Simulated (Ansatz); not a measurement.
The same ligand exchange along the group F, Cl, I.

Calculated with Ansatz (gas phase, PBE0-D4/def2-TZVP geometries, no zero-point term in ΔE). CCSD(T)/CBS is the MP2 limit (def2-TZVPP, def2-QZVPP) plus CCSD(T) − MP2 in def2-TZVPP, frozen cores. This one scheme is used for every species. Functionals use def2-TZVPP. B3LYP here is the variant with VWN-RPA as its local correlation; programs differ in this. def2 core potentials past Kr. For I outer-core shells are correlated without core-valence functions, which leaves a few kJ/mol of doubt a bond. One conformer a species, not always the lowest.

```json
{"reaction": "`CBF` + `BS` → `BSBC` + H–F", "CCSD(T)/CBS(def2) (kJ/mol)": "?"}
{"reaction": "`CBCl` + `BS` → `BSBC` + HCl", "CCSD(T)/CBS(def2) (kJ/mol)": "31"}
{"reaction": "`CBI` + `BS` → `BSBC` + HI", "CCSD(T)/CBS(def2) (kJ/mol)": "11"}
```

Problem. Fill in the missing values. (Estimate.)

Solution. Ansatz gave: `CBF` + `BS` → `BSBC` + H–F: +76.5 kJ/mol.

Largest T1 diagnostic: 0.015, for `BS`.
